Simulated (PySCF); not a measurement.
Compound: Mo(NH)2(OMe)2, C₂H₈MoN₂O₂ (singlet state).
Bonds: Mo1–N2, Mo1–N4, Mo1–O6, Mo1–O11, O6–C7, O11–C12. Hydrogens: H3 on N2; H5 on N4; H8, H9, H10 on C7; H13, H14, H15 on C12.

Method: PBE0-D3(BJ)/def2-SVP geometry optimisation, gas phase, def2 core potentials past Kr in PySCF 2.14.0; density fitting, grid level 1; the optimiser is geomeTRIC in internal coordinates, started from a GFN2-xTB structure with every atom displaced at random (about 0.03 Å).

Step 1: E = -11118.5047 eV
```
atom  x, y, z in Å  |  force x, y, z in eV/Å
Mo1     0.4509    0.2426    0.3114   -1.616  -1.504   0.350
N2      0.3499    0.9112    1.8742   -0.195   0.554   1.244
H3      0.5055    1.3321    2.7846    0.210   0.026  -0.064
N4      2.0449    0.2904   -0.2418    1.865  -0.095  -0.938
H5      3.0418    0.3727   -0.4058    0.087   0.132   0.182
O6     -0.6470    1.1811   -0.8118   -0.528   0.167  -0.500
C7     -1.1080    2.2091   -1.5951   -0.207   0.523  -0.135
H8     -0.3661    2.5180   -2.3530    0.031  -0.050  -0.016
H9     -1.3716    3.1042   -0.9973    0.119  -0.088   0.070
H10    -2.0342    1.9091   -2.1178    0.088  -0.113  -0.030
O11    -0.1601   -1.5278    0.4014   -0.053   0.200  -0.258
C12    -0.1697   -2.8743    0.7326   -0.088   0.398   0.009
H13     0.7363   -3.3758    0.3599    0.117  -0.117   0.077
H14    -1.0474   -3.3680    0.2779    0.029   0.063  -0.061
H15    -0.2580   -3.0005    1.8246    0.142  -0.096   0.070
```

Step 2: E = -11118.5947 eV
```
atom  x, y, z in Å  |  force x, y, z in eV/Å
Mo1     0.3911    0.2184    0.3093    1.086   0.039   0.362
N2      0.3305    0.9069    1.9029   -0.231  -0.262  -0.552
H3      0.5593    1.3377    2.7950    0.148  -0.018  -0.115
N4      2.0429    0.2573   -0.2602   -0.802  -0.153   0.011
H5      3.0553    0.3656   -0.3771   -0.430   0.058   0.236
O6     -0.7062    1.1884   -0.8437    0.009  -0.377   0.160
C7     -1.1221    2.2512   -1.6169    0.034   0.135  -0.056
H8     -0.3588    2.5391   -2.3586    0.085  -0.010  -0.054
H9     -1.3505    3.1368   -1.0042    0.006   0.094   0.143
H10    -2.0432    1.9840   -2.1615   -0.002  -0.074  -0.015
O11    -0.2034   -1.5549    0.3943   -0.059   0.398  -0.199
C12    -0.1612   -2.8937    0.7447    0.369   0.147   0.099
H13     0.7747   -3.3735    0.3872   -0.155   0.078   0.086
H14    -1.0128   -3.4209    0.2916   -0.099  -0.042  -0.080
H15    -0.2285   -3.0183    1.8414    0.041  -0.012  -0.026
```

Step 3: E = -11118.6538 eV
```
atom  x, y, z in Å  |  force x, y, z in eV/Å
Mo1     0.3521    0.1952    0.2966    0.437   0.396   0.067
N2      0.3044    0.8895    1.8788   -0.146  -0.099  -0.116
H3      0.5828    1.3278    2.7515    0.102   0.007  -0.041
N4      1.9829    0.2318   -0.2789   -0.111  -0.111  -0.098
H5      2.9914    0.3665   -0.3544   -0.215   0.044   0.136
O6     -0.7365    1.1721   -0.8570   -0.090  -0.312   0.071
C7     -1.1081    2.2662   -1.6127    0.118   0.100   0.034
H8     -0.3224    2.5384   -2.3406    0.008   0.010  -0.002
H9     -1.3086    3.1436   -0.9725   -0.008   0.023  -0.001
H10    -2.0292    2.0316   -2.1730   -0.001   0.005  -0.001
O11    -0.2327   -1.5610    0.3799   -0.210  -0.054  -0.123
C12    -0.1424   -2.8872    0.7554    0.226  -0.048   0.071
H13     0.8080   -3.3406    0.4095   -0.088   0.047   0.017
H14    -0.9774   -3.4508    0.3071   -0.006  -0.023   0.006
H15    -0.1969   -2.9992    1.8541   -0.017   0.015  -0.022
```

Q: Estimate the geometry and energy of step 4. (The exact step hangs on the optimiser's Hessian estimate; all steps are aligned on step 3, rigid shifts and turns removed.)

A: E = -11118.6942 eV, largest force 0.410 eV/Å
```
atom  x, y, z in Å  |  force x, y, z in eV/Å
Mo1     0.2709    0.1618    0.2568   -0.011   0.225   0.052
N2      0.2496    0.8576    1.8343    0.010   0.053   0.113
H3      0.6158    1.3003    2.6712    0.010   0.014   0.032
N4      1.8874    0.1893   -0.3244    0.307   0.008  -0.108
H5      2.8868    0.3691   -0.3204    0.041   0.014   0.009
O6     -0.8082    1.1447   -0.8914   -0.269  -0.037  -0.135
C7     -1.0800    2.3022   -1.6024    0.170  -0.005   0.060
H8     -0.2540    2.5469   -2.2964   -0.025   0.017   0.025
H9     -1.2317    3.1591   -0.9207   -0.024   0.001  -0.048
H10    -1.9970    2.1562   -2.1977   -0.009   0.038   0.014
O11    -0.2997   -1.5940    0.3488   -0.323  -0.230  -0.105
C12    -0.1071   -2.8906    0.7822    0.184  -0.113   0.100
H13     0.8727   -3.2838    0.4531   -0.016   0.006  -0.036
H14    -0.8971   -3.5387    0.3659    0.011   0.003   0.030
H15    -0.1413   -2.9561    1.8850   -0.056   0.006  -0.004
```

The energy changes by -0.0404 eV. The first-order estimate −F·Δx gives -0.0675 eV and the mean of the old and new forces, exact on a quadratic surface, -0.0444 eV. The step makes an angle of 78° with the force vector and moves no atom by more than 0.133 Å.

The cost below is that of the whole optimisation. The run took 2.6 min of wall time on one thread, Arm Neoverse V1 (aarch64), shared host with 32 logical CPUs at a one-minute load of 21, and the process peaked at 0.61 GiB of memory.
